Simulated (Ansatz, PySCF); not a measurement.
Molecule: CH3Be, charge 0, multiplicity 2. It need not be the lowest isomer of its formula. 
Coordinates optimised at B3LYP-D3(BJ)/def2-TZVP (Ansatz, a first-principles code):
```
C
H 1 1.0954
H 1 1.0954 2 107.40
H 1 1.0954 2 107.40 3 115.26
Be 1 1.6857 2 111.47 3 -122.37
```
Charge 0, spin multiplicity 2.

Property: atomisation energy (electronic, to ground-state atoms), in eV. Valence correlation only, unless marked. UHF or UKS for open shells. No spin-orbit coupling. Non-relativistic. The coupled-cluster limit lacks core correlation, which all-electron functionals hold. CBS marks a two-point X^-3 extrapolation of the correlation energy; Hartree-Fock from the larger set.

```tsv
level	program	atomisation energy (eV)	minus last row
HF/def2-SVPD	Ansatz	12.51	-3.02
PBE0/6-31G*	Ansatz	15.85	0.32
PBE0-D4/def2-TZVPD	Ansatz + dftd4	15.89	0.36
PW6B95-D4/def2-TZVPD	PySCF + dftd4	15.77	0.24
CAM-B3LYP/def2-TZVPD	Ansatz	15.84	0.31
B2PLYP-D3(BJ)/def2-TZVPD	Ansatz + dftd3	15.60	0.07
PBE-QIDH/def2-TZVPD	Ansatz	15.64	0.11
MP2/def2-SVP	Ansatz	15.01	-0.52
CCSD(T)/CBS(def2-TZVPP,def2-QZVPP)	Ansatz	15.54	0.01
CCSD(T)/CBS(def2-TZVPPD,def2-QZVPPD)	Ansatz	15.53	0.00
```
